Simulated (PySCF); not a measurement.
Delta-SCF ions had no search for a lower state. Excitations are Tamm–Dancoff values on a coarser integration grid. The basis has no diffuse functions, so Rydberg states are missing or too high.

# H2ClFSi2, SMILES `F[Si](=[SiH2])Cl` (charge 0, multiplicity 1)

Computed with PySCF with CAM-B3LYP-D3(BJ)/def2-TZVP.

```
Quantity                                                                       Value
-------------------------------------------  ---------------------------------------
HOMO                                                                        -7.71 eV
dipole moment                                                                 0.49 D
HOMO–LUMO gap                                                                6.06 eV
LUMO                                                                        -1.65 eV
S1 excitation (TDA)                                                          4.16 eV
S1 oscillator strength                                                         0.398
brightest of the four lowest singlets (TDA)                                  4.16 eV
T1 excitation (TDA)                                                          1.66 eV
S1–T1 gap (TDA)                                                              2.51 eV
vertical ionisation energy (Delta-SCF)                                       8.52 eV
total energy                                                           -1140.3625 Ha
cost                                         about 2.2 core-minutes (a rough figure)
```

Bonds (Å): F1–Si2 1.585, Si2–Si3 2.230, Si2–Cl4 2.031, Si3–H5 1.493, Si3–H6 1.493. Bond angles (°): F1–Si2–Si3 123.1, F1–Si2–Cl4 105.3, Si3–Si2–Cl4 124.7, Si2–Si3–H5 98.9, Si2–Si3–H6 97.5, H5–Si3–H6 105.1.
Charge 0, spin multiplicity 1.
